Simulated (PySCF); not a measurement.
Sn(H)2(Et)(NH2), SMILES C[CH2][SnH2][NH2], PBE0/def2-SVP optimised geometry.

```
13

Sn     0.62     0.30     0.00
N      0.08    -0.73    -1.69
C     -0.22    -0.83     1.64
C     -1.63    -1.32     1.35
H      2.34     0.30     0.00
H      0.04     1.93     0.00
H     -0.88    -0.54    -1.98
H      0.67    -0.51    -2.49
H      0.47    -1.68     1.81
H     -0.19    -0.20     2.54
H     -2.34    -0.49     1.22
H     -2.02    -1.95     2.17
H     -1.66    -1.93     0.43
```

Density from PBE0/def2-TZVP, def2 effective core potentials past Kr (PySCF) at that geometry. The core electrons that the potentials of Sn replace are not part of the density.

Minimum of the electron density along straight lines between bonded atoms, close to the bond critical point (lines longer than 1.1 times the sum of covalent radii, or with two minima, are not listed):

```tsv
bond	length / Å	ρ at the minimum / e bohr⁻³	∇²ρ there / e bohr⁻⁵	position (fraction from the first atom)
Sn1–N2	2.056	0.112	0.30	0.51
Sn1–C3	2.159	0.105	0.10	0.51
C3–C4	1.523	___	___	0.50
Sn1–H5	1.718	0.112	0.08	0.63
Sn1–H6	1.730	0.109	0.08	0.62
N2–H7	1.019	0.329	-1.52	0.73
N2–H8	1.019	0.329	-1.52	0.73
C3–H9	1.102	0.270	-0.89	0.64
C3–H10	1.102	0.270	-0.89	0.64
C4–H11	1.102	0.271	-0.90	0.64
C4–H12	1.103	0.270	-0.90	0.64
C4–H13	1.102	0.272	-0.92	0.64
```

### Question
What belongs in the gaps?

### Answer

- C3–C4, ρ at the minimum / e bohr⁻³: 0.243
- C3–C4, ∇²ρ there / e bohr⁻⁵: -0.59
